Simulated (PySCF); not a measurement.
Isomers of C6H15NSi, from PBE0-D3(BJ)/def2-SVP geometry optimisation, gas phase (PySCF). One conformer each, no zero-point energy, no frequencies.

Problem. Which is lowest in electronic energy at this level?
A. `[CH3:1][CH2:2][CH2:3][N:4]1[CH2:5][CH2:6][CH2:7][SiH2:8]1` with C1–C2–C3–N4 59°, C2–C3–N4–C5 75°, C3–N4–C5–C6 -171°, N4–C5–C6–C7 -40°, C5–C6–C7–Si8 37°, C6–C7–Si8–N4 -21°: A = 2870, B = 1087, C = 970.1 MHz, dipole 0.83 D
B. `[CH3:1][CH:2]([CH3:3])[C@@H:4]1[CH2:5][NH:6][SiH2:7][CH2:8]1` with C1–C2–C4–C5 -54°, C2–C4–C5–N6 -166°, C4–C5–N6–Si7 26°, C5–N6–Si7–C8 -4°, N6–Si7–C8–C4 -18°: A = 3321, B = 1040, C = 835.1 MHz, dipole 0.98 D
C. `[CH3:1]/[N:2]=[CH:3]\[SiH2:4][C:5]([CH3:6])([CH3:7])[CH3:8]` with N2–C3–Si4–C5 179°: A = 3313, B = 836.3, C = 794.1 MHz, dipole 1.38 D

Solution. B. That is `CC(C)[C@@H]1CN[SiH2]C1`, 4.1 kcal/mol below the next.

```
                SMILES                                                 mapped SMILES      E (Eh)  relative (kcal/mol)  relative (kJ/mol)  dipole (D)
CC(C)[C@@H]1CN[SiH2]C1  [CH3:1][CH:2]([CH3:3])[C@@H:4]1[CH2:5][NH:6][SiH2:7][CH2:8]1  -581.18357                  0.0                0.0        0.98
       CCCN1CCC[SiH2]1     [CH3:1][CH2:2][CH2:3][N:4]1[CH2:5][CH2:6][CH2:7][SiH2:8]1  -581.17706                  4.1               17.1        0.83
  C/N=C\[SiH2]C(C)(C)C   [CH3:1]/[N:2]=[CH:3]\[SiH2:4][C:5]([CH3:6])([CH3:7])[CH3:8]  -581.12363                 37.6              157.4        1.38
```

As drawn, the lowest has an N–H bond, which the highest lacks; the highest has a C=N bond, which the lowest lacks.
